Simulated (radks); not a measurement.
Species: neutral niobium. Configuration: [Kr] 4d5 (not the ground configuration). All-electron calculation, scalar-relativistic Kohn-Sham, PBE, spin-polarised, spherical densities, finite nucleus; open shells are filled with parallel spins first (spin-orbit coupling, left out, can overturn this in heavy ions); Fermi nuclear charge, rms radius 4.324 fm. Program: a radial shooting solver on a logarithmic mesh with Libxc functionals.

Normalised radial functions P(r) = r R(r), r in bohr:

| r | 3d up | 4s up | 5s up |
|---|---|---|---|
| 0.001221 | 0.0000 | 0.0380 | 0.0109 |
| 0.001941 | 0.0000 | 0.0574 | 0.0164 |
| 0.003088 | 0.0001 | 0.0850 | 0.0243 |
| 0.004871 | 0.0002 | 0.1214 | 0.0347 |
| 0.007747 | 0.0007 | 0.1657 | 0.0473 |
| 0.01232 | 0.0026 | 0.2066 | 0.0590 |
| 0.0196 | 0.0092 | 0.2168 | 0.0619 |
| 0.03092 | 0.0306 | 0.1506 | 0.0430 |
| 0.04917 | 0.0966 | -0.0363 | -0.0105 |
| 0.07821 | 0.2709 | -0.2878 | -0.0823 |
| 0.1244 | 0.6377 | -0.3378 | -0.0959 |
| 0.1962 | 1.1603 | 0.0765 | 0.0237 |
| 0.3121 | 1.5245 | 0.5613 | 0.1590 |
| 0.4964 | 1.2781 | 0.1444 | 0.0257 |
| 0.7895 | 0.5954 | -0.8499 | -0.2430 |
| 1.246 | 0.1298 | -0.9795 | -0.1202 |
| 1.981 | 0.0088 | -0.3705 | 0.3510 |
| 3.151 | 0.0001 | -0.0451 | 0.5728 |
| 5.011 | 0.0000 | -0.0012 | 0.3744 |
| 7.906 | 0.0000 | 0.0000 | 0.1151 |
| 12.57 | 0.0000 | 0.0000 | 0.0117 |
| 20 | 0.0000 | 0.0000 | 0.0002 |

3d up: eigenvalue -193.64 eV, 0 radial nodes, <r> = 0.433 bohr, 90 % of the charge inside 0.694 bohr. 4s up: eigenvalue -56.686 eV, 3 radial nodes at r = 0.0458, 0.185, 0.531 bohr, <r> = 1.17 bohr, 90 % of the charge inside 1.71 bohr. 5s up (empty): eigenvalue -3.807 eV, 4 radial nodes at r = 0.0458, 0.184, 0.517, 1.42 bohr, <r> = 3.78 bohr, 90 % of the charge inside 5.71 bohr.
